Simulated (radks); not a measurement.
Results of a calculation; reference values are marked as such.
Charge is removed step by step from the 3d3/2 level of the scandium ion Sc+, starting from [Ar] 3d(3/2: 1, 5/2: 0) 4s1. Level of theory: Dirac Kohn-Sham, PBE, spin-unpolarised, spherical densities, point nucleus (a radial shooting solver on a logarithmic mesh with Libxc functionals).

| removed (e) | E - E(0) (eV) | eigenvalue (eV) | E minus straight line (eV) |
|---|---|---|---|
| 0 | 0.000 | -9.982 | 0.000 |
| 0.125 | 1.335 | -11.394 | -0.679 |
| 0.25 | 2.851 | -12.866 | -1.178 |
| 0.375 | 4.554 | -14.395 | -1.489 |
| 0.5 | 6.452 | -15.978 | -1.606 |
| 0.625 | 8.551 | -17.613 | -1.522 |
| 0.75 | 10.857 | -19.296 | -1.230 |
| 0.875 | 13.377 | -21.027 | -0.724 |
| 1 | 16.116 | -22.803 | 0.000 |

Removing the whole electron costs 16.116 eV by Delta-SCF, against 9.982 eV from minus the eigenvalue at the starting occupation. Slater's transition state (half an electron removed) gives 15.978 eV. Integrating minus the eigenvalue over the occupation (Janak's theorem) gives 16.116 eV. The mean slope of the eigenvalue, de/dn, is 12.8 eV per electron.
